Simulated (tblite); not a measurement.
Torsional barriers computed with GFN2-xTB (tblite), climbing-image nudged elastic band, gas phase; electronic energies of the top image counted from the start geometry. The bands met a force threshold of 0.05 eV/Å; their tops weren't refined or checked by frequencies and can lie a kcal/mol or more above the method's true saddle points. Atom numbers follow the mapped SMILES.

Question: Rank the forward barriers of these bands, lowest first.
A. `[H]/[N:1]=[C:2]1\[CH2:3][CH2:4][C@H:5]1[C:6]([F:7])([F:8])[F:9]`: C4–C5–C6–F7 from 174° to -67°
B. `[F:1][BH2-:2][N+:3]#[C:4][CH2:5][C:6]([F:7])([F:8])[F:9]`: C4–C5–C6–F9 from -179° to -60°
C. `[CH3:1][C:2]([CH3:3])([C:4]#[N:5])[C:6]([F:7])([F:8])[F:9]`: C4–C2–C6–F9 from -60° to 60°

Answer: B (1.7 kcal/mol), A (2.5 kcal/mol), C (3.7 kcal/mol).

| SMILES | ends of the turned bond | barrier (kcal/mol) | end above start (kcal/mol) | dihedral at top (°) | bond at start (Å) | bond at top (Å) | Eyring rate at 298 K (s⁻¹) |
| --- | --- | --- | --- | --- | --- | --- | --- |
| F[BH2-][N+]#CCC(F)(F)F | chain CH2 carbon / CF3 carbon | 1.7 | 0.0 | -119 | 1.534 | 1.543 | 4 × 10^11 |
| [H]/N=C1\CC[C@H]1C(F)(F)F | four-membered-ring carbon / CF3 carbon | 2.5 | 0.0 | -126 | 1.515 | 1.527 | 1 × 10^11 |
| CC(C)(C#N)C(F)(F)F | sp3 carbon next to a nitrile / CF3 carbon | 3.7 | 0.0 | 0 | 1.537 | 1.554 | 1 × 10^10 |

Rates take the electronic barrier for the free energy of activation. GFN2-xTB barriers can miss by several kcal/mol, and conformer orders can be wrong, so the ranking may change at better levels.
